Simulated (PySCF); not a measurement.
# Bond length, frequency and bond energy of SbH⁻ by level of theory

State: ²Π (doublet), unpaired electrons π ↑. Set-up: basis Sb aug-cc-pVDZ-PP with ECP28, H aug-cc-pVDZ; scalar-relativistic core potentials; PySCF 2.14. De refers to Sb⁻ + H in their high-spin ground configurations, without counterpoise correction. The functionals are run spin-unrestricted. A positive dipole points towards H; it is taken about the centre of mass and depends on that origin.

```csv
Level,Re (Å),ωe (cm⁻¹),De (eV),μ (D)
UHF-MP2,1.728,1865,n/a,n/a
UHF-SCS-MP2,1.734,1839,n/a,n/a
UHF-CCSD,1.740,1796,n/a,n/a
UHF-CCSD(T),1.743,1783,n/a,n/a
PBE,1.758,1741,2.79,-0.77
revPBE,1.763,1726,n/a,-0.79
r²SCAN,1.740,1808,n/a,-0.67
M06-L,1.752,1785,2.89,-0.76
PBE0,1.740,1817,n/a,-0.67
B97-3,1.744,1802,2.76,-0.70
```

**Question.** What does a quarter of exact exchange do here, going from PBE to PBE0?

**Answer.** PBE0 less PBE: -1.8 pm in Re, +4.4 % in ωe. Exact exchange removes part of the self-interaction that spreads semilocal densities, and in most molecules shortens and stiffens the bond and lowers De; so it does here.

**Question.** What does the step from GGA to meta-GGA do here, going from PBE to r²SCAN?

**Answer.** r²SCAN less PBE: -1.8 pm in Re, +3.8 % in ωe. 

**Question.** What does the triples do here, going from UHF-CCSD to UHF-CCSD(T)?

**Answer.** UHF-CCSD(T) less UHF-CCSD: +0.3 pm in Re, -0.7 % in ωe. Correlation nearly always deepens the well. The bond lengthens, as in strong covalent bonds, where excitations into antibonding orbitals dominate.

Correlated steps freeze 4 core orbitals. These are scalar-relativistic numbers at best; spin–orbit coupling would shift them, the dissociation energy most. For an ion De counts to the pair picked by the measured ionisation energies or electron affinities, which need not be the lowest pair at this level. The highest Kohn–Sham level is positive in this anion. Much of that is self-interaction error, but it also means that the finite basis helps to hold the extra electron. The state was picked by a PBE0 search and need not be the measured ground state.
